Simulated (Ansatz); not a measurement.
C3H10OSi can be A, `CCO[SiH2]C`, or B, `OCCC[SiH3]`.

Program: Ansatz. Geometries: PBE0-D4/def2-TZVP. ΔE: electronic, gas phase. CCSD(T)/CBS adds triple-zeta CCSD(T) − MP2 to the extrapolated MP2 energy (def2 sets, frozen cores). Functionals use def2-TZVPP. B3LYP here is the variant with VWN-RPA as its local correlation; programs differ in this. One conformer a species, not always the lowest.

Question: Which is lower in electronic energy at CCSD(T)/CBS, and by how much? (An estimate is asked.)

Answer: The calculation gave: A, by 145.2 kJ/mol.

Question: Give E(B) − E(A) in kJ/mol with B3LYP, HF/def2-TZVPP, CCSD(T)/def2-TZVPP, CCSD/def2-TZVPP, B3LYP-D4, r2SCAN-D4, MP2/def2-TZVPP. (Estimate.)

Answer: Ansatz gave: B3LYP 153.3, HF/def2-TZVPP 161.8, CCSD(T)/def2-TZVPP 143.5, CCSD/def2-TZVPP 145.7, B3LYP-D4 149.6, r2SCAN-D4 149.4, MP2/def2-TZVPP 146.9. None reverses the order clearly.

Largest T1 diagnostic: 0.010.

In def2-TZVPP, CCSD(T) changes the Hartree–Fock value by −18.3 kJ/mol (the triples alone add −2.1 kJ/mol) and MP2 by −14.9 kJ/mol. The D4 term adds −3.7 kJ/mol with B3LYP and −2.0 kJ/mol with PBE0; it sums over pairs of atoms, weighted by their polarisabilities, and B3LYP, whose exchange is more repulsive, gets the larger term.
